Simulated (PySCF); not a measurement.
H₆MoO, SMILES [OH][MoH5], multiplicity 1.

Geometry: B3LYP-D3(BJ)/def2-TZVP. The multiplicity is an assumed one; other spin states were not compared. The def2 effective core potentials stand for the cores of Mo; spin–orbit coupling is left out.

These are PBE/def2-TZVPD (PySCF) values and carry that method's errors.

Isolated molecule, no solvent.

Computed frontier levels, gap, dipole moment and polarisability:
```yaml
highest_occupied_level: -6.67 eV
lowest_empty_level: -3.40 eV
orbital_gap: 3.27 eV
dipole_moment: 1.53 D
quadrupole, principal values (traceless, Buckingham form, about the centre of nuclear charge): -3.89, -3.40, 7.30 D·Å
mean_static_polarisability: 56.7 bohr³ (8.40 Å³)
polarisability_principal_values: 54.3, 54.6, 61.2 bohr³
```
